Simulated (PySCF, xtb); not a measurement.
C6H8, SMILES C=C[C@@H](C)C#C. The values are those of a single conformer.

Harmonic wavenumbers (cm⁻¹) from GFN2-xTB (xtb) at its own minimum, in rising order: 60, 157, 184, 207, 296, 373, 432, 512, 641, 659, 679, 852, 897, 942, 983, 1021, 1088, 1091, 1168, 1244, 1277, 1298, 1403, 1418, 1493, 1497, 1716, 2289, 2914, 3033, 3034, 3039, 3061, 3094, 3121, 3395.

Q: What does PBE-D3(BJ)/def2-SVP in PySCF give at its own minimum? (An estimate is asked for; the answer gives what the named calculation found.)

A: 81, 170, 196, 239, 300, 384, 488, 530, 640, 648, 669, 798, 900, 903, 945, 988, 1051, 1062, 1147, 1230, 1256, 1269, 1332, 1377, 1413, 1419, 1672, 2161, 2958, 2978, 3067, 3075, 3080, 3082, 3168, 3409. Paired by order, the mean absolute difference is 34 cm⁻¹ and the zero-point energies are 72.3 and 71.6 kcal/mol.
